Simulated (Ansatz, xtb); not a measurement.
**Ranking isomers of C5H7NO**

4 gas-phase structures of C5H7NO, from a drawn sample of its isomers (lower ones may exist). Each was relaxed with GFN2-xTB:

A. `[H]/N=C(\O)[C@@H]1C=CC1`, a singlet
B. `N/C(O)=C1\C=CC1`, a singlet
C. `NC(=O)[C@@H]1C=CC1`, a singlet
D. `[H]/N=C(/O)[C@@H]1C=CC1`, a singlet

Problem. Make a reasoned guess at their ranking by r2SCAN-D4/def2-SVP//GFN2-xTB single-point energy.

Solution. Calculated order at r2SCAN-D4/def2-SVP//GFN2-xTB: C (0.000), D (0.702), A (0.804), B (1.110) eV.

Energies above the lowest of each column, in eV; the last columns are at r2SCAN-D4/def2-SVP geometries and were run for some of them only (a dash: not run or not comparable):

```csv
structure,GFN2-xTB,HF/STO-3G,r2SCAN-D4/def2-SVP//GFN2-xTB,r2SCAN-D4/def2-SVP,CCSD(T)/def2-SVP + ΔMP2/def2-TZVPP
C,0.000,0.000,0.000,0.000,0.000
D,0.466,0.298,0.702,0.624,0.441
A,0.474,0.407,0.804,–,–
B,0.828,0.901,1.110,–,–
```

Every level run on C puts it lowest or level with the lowest. Some further structures that were screened fall inside this span and aren't listed. Flexible structures stand in one conformer each, not always the lowest. Frequencies (GFN2-xTB) were run for C, D alone. ΔMP2 is the change of the MP2 energy from the smaller to the larger basis.

Over these structures GFN2-xTB departs from r2SCAN-D4/def2-SVP//GFN2-xTB by 0.106 eV on average once a common shift is removed. A GFN2-xTB relaxation took about 0.1 s and the r2SCAN-D4/def2-SVP//GFN2-xTB energy about 3.9 s on a shared host (Ansatz 0.2.0, xtb 6.7.1).
